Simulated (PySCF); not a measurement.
## Excitation energy of Nd²⁺ by level of theory

Nd²⁺ [Xe] 4f4 (high-spin determinant) → Nd²⁺ [Xe] 4f3 6s1 (high-spin determinant), as a difference of total energies. Computed with PySCF 2.14 in x2c-TZVPPall, with scalar relativity by spin-free X2C-1e. Correlated levels: valence: [Kr] 4d10 frozen. The calculations carry no spin-orbit coupling.

| method | excitation energy (eV) |
| --- | --- |
| UHF | 2.391 |
| MP2 (valence) | 3.300 |
| SCS-MP2 (valence) | 2.917 |
| CCSD (valence) | 3.215 |
| CCSD(T) (valence) | 3.259 |

Question: How much does correlation contribute at CCSD(T) (valence)?

Answer: 3.259 − (2.391) = 0.868 eV, measured against UHF.

A first-order spin-orbit estimate (lowest level to lowest level, LS coupling) adds -0.040 eV.

The basis was made for the ground configuration and has no added diffuse functions, so the excitation energy can come out too high.

The coupled-cluster amplitudes are large for the upper state (T1 above 0.03 or a double amplitude above 0.15), so a single reference is strained.

The determinant of the lower state and of the upper state mixes LS terms, which raises its energy above the lowest term, most at the Hartree-Fock and MP2 levels.
